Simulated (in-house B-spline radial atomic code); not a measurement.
Results of a calculation; reference values are marked as such.
**Building a PAW s channel for C, r_c = 1.35 bohr**

C, [He] 2s2 2p2, non-relativistic LDA (VWN5), spherical and spin-unpolarised, from a B-spline radial code for spherical atoms (atomic units; all potentials screened as in the neutral atom).

Two all-electron partial waves φ1, φ2 are integrated outwards at E1 = ε(2s) = -0.500866 and E2 = E1 + 0.5 hartree; φ1 is the bound orbital and φ2 has unit norm inside r_c = 1.3521 bohr. Smooth partners are polynomials, r^1(a0 + a1 r² + a2 r⁴ + a3 r⁶), matched to φ and three derivatives at r_c, with no condition on the norm. The local potential is -5.50084 + (6.10809) r² + (-3.13564) r⁴ + (0.617642) r⁶ inside 1.107 bohr and the all-electron one outside.

```json
{"wave": "1", "φ(r_c)": "0.8040981", "φ'(r_c)": "-0.1540997", "a0": "1.064713", "a1": "-0.2944125", "a2": "0.01222043", "a3": "0.004482276"}
{"wave": "2", "φ(r_c)": "1.027961", "φ'(r_c)": "-1.010121", "a0": "1.904798", "a1": "-0.7519812", "a2": "0.0601888", "a3": "0.004759954"}
```

Inside r_c the overlaps are <φi φj> = [[0.43021, 0.65383], [0.65383, 1.00000]] and, for the smooth waves, [[0.49870, 0.77394], [0.77394, 1.21041]]. With χj = (Ej − T − V_local) applied to smooth wave j, the program's quadrature gives the matrix B_ij = <smooth i, χj> as [[0.51452, 0.92258], [0.86252, 1.54794]].

(1) Check the match of the first wave, and find the augmentation charges q_ij.

(2) B isn't symmetric. Show that D_ij = B_ij + Ej q_ij is.

Solving (T + V_local + Σ p D p) ψ = E (1 + Σ p q p) ψ in a sphere of 9 bohr gives these levels:

| all-electron | one projector | two projectors |
| --- | --- | --- |
| -0.500865 | -0.500865 | -0.500865 |
| 0.031880 | 0.031586 | 0.031880 |
| 0.297033 | 0.295806 | 0.297033 |
| 0.718057 | 0.713734 | 0.718053 |
| 1.281300 | 1.268640 | 1.281270 |

(3) What does the second projector gain?

Answers

(1) At r_c the four terms are 1.43960, -0.72775, 0.05522, 0.03703, which sum to 0.8041, φ1(r_c) to rounding. q_ij is the all-electron overlap less the smooth one: [[-0.06849, -0.12011], [-0.12011, -0.21041]]. The smooth first wave has a norm of 0.4987 inside r_c against 0.4302, so q11 is negative and must stay small enough for the overlap operator to be positive.

(2) Integrating by parts gives B12 − B21 = (E1 − E2) q12: 0.92258 − (0.86252) = 0.06005, and −0.5 × (-0.12011) = 0.06005. So D12 = 0.92258 + (-0.000866)(-0.12011) = 0.92268 and D21 = 0.86252 + (-0.500866)(-0.12011) = 0.92268; D11 = 0.54882, D22 = 1.54812. The projectors, p = (B⁻¹)ᵀ χ, are dual to the smooth waves; det B = 0.0007, small beside B11 B22, as the two smooth waves look alike inside r_c.

(3) With one projector the errors are 0.00, -0.29, -1.23, -4.32, -12.66 millihartree. With two the errors are 0.00, 0.00, 0.00, 0.00, -0.03 millihartree. The scattering is exact at E1 and at E2 = -0.001, and over all levels compared the largest error is 0.03 millihartree. The lowest eigenvalue of the overlap operator is 0.7243 with one and 0.3072 with two projectors. The smooth orbital alone needs a cutoff of 4.26 hartree for 1 millihartree of kinetic energy, against 16.8 for a norm-conserving Troullier-Martins orbital of the same radius; part of the gain comes from giving up the norm, part from the simpler form.
